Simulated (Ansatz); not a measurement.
Computed with Ansatz.

A structure relaxed at PBE0-D4/def2-TZVP, charge 0, multiplicity 1:

| atom | x (Å) | y (Å) | z (Å) |
| --- | --- | --- | --- |
| Cl1 | -1.6406 | 1.1930 | -1.4066 |
| B2 | -1.3773 | 0.0066 | -0.1626 |
| C3 | 0.0208 | -0.6115 | 0.0490 |
| C4 | 1.1720 | 0.3057 | 0.2512 |
| O5 | 1.0410 | -0.4143 | -0.9352 |
| H6 | -2.2973 | -0.2782 | 0.5407 |
| H7 | 0.0999 | -1.5651 | 0.5692 |
| H8 | 1.9635 | -0.0156 | 0.9244 |
| H9 | 1.0180 | 1.3793 | 0.1698 |

Problem. Give its formula and SMILES.

Solution. C2H4BClO, `ClBC1CO1`.

Problem. Summarise the bond lengths by kind.

Solution. 1 × B–Cl 1.739 Å; 1 × B–C 1.543 Å; 1 × B–H 1.193 Å; 1 × C–C 1.486 Å; 2 × C–O 1.394 to 1.431 Å; 3 × C–H 1.088 to 1.089 Å.
